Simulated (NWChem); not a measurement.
System: InI2 cation; SMILES [I][In+][I]

The following NWChem deck was run.

```
start job
memory heap 200 mb stack 900 mb global 1100 mb
charge 1
geometry units angstroms noautoz
  In     0.000000     0.000000     0.000000
  I      0.000000    -2.566101     0.000000
  I      0.000000     2.566101     0.000000
end
basis spherical
  * library def2-svp
end
ecp
  In library def2-ecp
  I library def2-ecp
end
dft
  xc xperdew91 perdew91
  iterations 150
  mulliken
end
task dft energy
```

Coordinates come from a PBE0/def2-SVP optimisation. def2 effective core potentials on In, I; no spin-orbit coupling.

### Question
Give the results of this calculation. (PW91/def2-SVP with def2 effective core potentials on In, I.) Quantities: energy (Ha); highest occupied level (eV); orbital gap (eV).

### Answer
```json
{
  "energy (Ha)": "-785.63",
  "highest occupied level (eV)": "-11.86",
  "orbital gap (eV)": "2.43"
}
```
